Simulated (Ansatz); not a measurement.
Ansatz (a quantum-chemistry and plane-wave program) input (PBE0/def2-TZVPD):

Ansatz 0.2 input:
```yaml
crystal:
  periodic: [false, false, false]
  atoms:
    - {symbol: Li, position_ang: [-1.20992950, -0.69939566, -1.04594388]}
    - {symbol: C, position_ang: [0.37372186, 0.21602865, 0.32307013]}
    - {symbol: H, position_ang: [0.76040696, -0.71883287, 0.71460086]}
    - {symbol: H, position_ang: [-0.30744477, 0.79479214, 0.93775102]}
    - {symbol: H, position_ang: [0.93449518, 0.72605576, -0.45294105]}
basis:
  gaussian:
    orbitals: def2-TZVPD
hamiltonian:
  xc: {name: PBE0}
total_charge: 1
magnetization: {spin_polarized: true, initial_magnetization: 1}
output: {forces: true}
```

Output:

```
Functional definition: PBE0
integrals: 0.01 GiB planned
492 factors; their error is unknown
mean field: 0.20 GiB planned
mean field evaluation 1: about -1273.1660 eV, gradient 4.2e1 eV
mean field evaluation 2: about -1273.6364 eV, gradient 3.7e1 eV
mean field evaluation 4: about -1281.3040 eV, gradient 1.4e-1 eV
mean field evaluation 8: about -1281.2927 eV, gradient 2.1e-1 eV
mean field evaluation 16: about -1281.2929 eV, gradient 5.3e-6 eV
mean field -1281.29287172 eV, -47.0866445442 hartree, gradient 5.3e-6 eV, S^2 0.753906; 0 other end points of the search recorded, 0 dependent functions left out
the calculation of the forces begins
reference -1281.29289663 eV, -47.0866454597 hartree; 6, 5 occupied and 75, 76 virtual orbitals, 492 factors
Total energy: -1281.29289663 eV, -47.0866454597 hartree
Atom 0 at    -1.209930    -0.699396    -1.045944 Å, force     0.021146     0.012223     0.018280 eV/Å
Atom 1 at     0.373722     0.216029     0.323070 Å, force    -0.001180    -0.000695    -0.001019 eV/Å
Atom 2 at     0.760407    -0.718833     0.714601 Å, force     0.008440    -0.053814     0.010197 eV/Å
Atom 3 at    -0.307445     0.794792     0.937751 Å, force    -0.045666     0.022884     0.021503 eV/Å
Atom 4 at     0.934495     0.726056    -0.452941 Å, force     0.017260     0.019401    -0.048960 eV/Å
Dipole moment:    -0.936849    -0.541542    -0.809874 e Å
```
